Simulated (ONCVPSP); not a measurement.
# Configuration tests for zirconium (ONCV)

- Element: zirconium (Zr)
- Generator: ONCVPSP 4.0.1
- Type: optimised norm-conserving Vanderbilt (ONCV)
- Functional: PBE
- Relativity: scalar-relativistic
- Frozen core: [Ar] 3d10
- Valence charge: 12
- Reference configuration: 4s2 4p6 4d2 5s1 5p1
- Partial waves: 4s+5s: rc 2.25 bohr, ncon 4, nbas 9, qcut 5.4 1/bohr, 2 projectors; 4p+5p: rc 1.90 bohr, ncon 4, nbas 9, qcut 6.2 1/bohr, 2 projectors; 4d: rc 2.60 bohr, ncon 4, nbas 8, qcut 5.4 1/bohr, 2 projectors, debl 3.9 Ha
- Local potential: polynomial inside 1.30 bohr (lpopt 5, dvloc0 3 Ha)
- Core correction: polynomial model core, fcfact 0.55

Energies are relative to the spin-unpolarised reference configuration 4s2 4p6 4d2 5s1 5p1; without spin polarisation the order of configurations can differ from experiment.

```json
{"valence configuration": "4s2 4p6 4d2 5s1 5p0", "charge": "+1", "ΔE all-electron (eV)": "4.096", "error AE − PS (meV)": "-0.7"}
{"valence configuration": "4s1 4p6 4d2 5s2 5p0", "charge": "+1", "ΔE all-electron (eV)": "57.485", "error AE − PS (meV)": "-386"}
```

**Question.** What are ΔE and the potential's error for 4s2 4p6 4d2 5s0 5p0?

**Answer.** ΔE = 17.036 eV all-electron; the error (AE − PS) is -6.7 meV.

**Question.** What are ΔE and the potential's error for 4s2 4p6 4d2 5s2 5p0?

**Answer.** ΔE = -3.042 eV all-electron; the error (AE − PS) is -0.7 meV.
